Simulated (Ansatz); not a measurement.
`[F][GeH2][SiH2]Cl` → `[F][GeH3]` + `[SiH]Cl` at 500 K and 1 bar (silylene formation by 1,1-elimination).

Gas-phase electronic energies from Ansatz, PBE0-D4/def2-TZVP geometries. CCSD(T)/CBS adds triple-zeta CCSD(T) − MP2 to the extrapolated MP2 energy (def2 sets, frozen cores). This one scheme is used for every species. For Ge outer-core shells are correlated without core-valence functions, which leaves a few kJ/mol of doubt a bond. Scalar relativity is left out up to krypton. One conformer a species, not always the lowest.

| species | CCSD(T)/CBS energy (Eh) | H − E (kJ/mol) | S (J/(mol·K)) |
| --- | --- | --- | --- |
| `[F][GeH2][SiH2]Cl` | -2927.24228 | 141.1 | 420.1 |
| `[F][GeH3]` | -2177.72589 | 90.4 | 283.2 |
| `[SiH]Cl` | -749.43948 | 39.6 | 274.0 |

H − E and S are ideal-gas, rigid-rotor, harmonic terms from PBE0-D4/def2-TZVP, for one conformer and one mirror image of each species. 1 Eh = 2625.50 kJ/mol, R = 8.31446 J/(mol·K).

Task: By hand: ΔE, ΔH, ΔS and ΔG.

Result: ΔE = (-2177.72589) + (-749.43948) − (-2927.24228) = 0.07691 Eh = 201.9 kJ/mol. Δ(H − E) = 90.4 + 39.6 − 141.1 = -11.1, so ΔH = 190.8 kJ/mol. ΔS = 283.2 + 274.0 − 420.1 = 137.1 J/(mol·K). ΔG = 190.8 − 500 × (137.1)/1000 = 122.3 kJ/mol.

Task: By hand: the equilibrium constant, and the temperature at which ΔG would vanish if ΔH and ΔS stayed fixed.

Result: log₁₀ K = −ΔG/(RT ln 10) = -12.8. ΔG = 0 at ΔH/ΔS = 1392 K.

The number of gas molecules changes by +1, which sets the sign of ΔS. A doubt of 5 kJ/mol in ΔE shifts log₁₀ K by 0.5 here. Other conformers and mirror images would add mixing entropy, several J/(mol·K) or more a flexible species. Modes under 60 cm⁻¹, often nearly free rotors, make the harmonic entropy too high. These are equilibria of isolated gas molecules and say nothing of rates. Largest T1 diagnostic: 0.013 (customary marks: 0.02 for closed shells, 0.045 for open ones).
